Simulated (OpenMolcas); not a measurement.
An atom or ion with 52 electrons was computed by XMS-CASPT2, IPEA 0.25 Eh, imaginary shift 0.1 Eh with spin-orbit coupling (OpenMolcas, ANO-RCC-VTZP, DKH2). The lowest levels that the run gave, each within 12 % of the measured value where one is at hand:

| J | Parity | E (cm⁻¹) | g |
| --- | --- | --- | --- |
| 2 | even | 0.0 | 1.469 |
| 1 | even | 4300 | 1.501 |
| 0 | even | 4550 |  |
| 2 | even | 10410 | 1.033 |
| 0 | even | 22900 |  |

Which ion is it, and what are the configurations and terms?

Te (Z = 52, neutral; active space 4 electrons in 3 orbitals (5p)). J, parity and g give the terms where levels are pure, and mixed ones are named by the computed weights; the size of the splittings, set against known spectra of the 52-electron sequence, gives the charge. In order, with the measured energies in cm⁻¹ (NIST Handbook of Basic Atomic Spectroscopic Data): 5s² 5p⁴ ³P₂, 5s² 5p⁴ ³P₁ (4751), 5s² 5p⁴ ³P₀ (4706), 5s² 5p⁴ ¹D₂ (10558), 5s² 5p⁴ ¹S₀ (23198).

Term energies are means over components that CASPT2 splits; among the terms shown or strongly mixed into the levels shown the widest spread is 1200 cm-1 (5s² 5p⁴ ¹D). With the s shell closed, the reference lacks s² → p² mixing. Measured partners are found by configuration, term and J. A level has none where our copy of the source lacks it or the pairing is in doubt (some pairs that miss far off the trend of their configuration count as doubtful), and it then counts in no deviation. Only configurations of the active space appear.
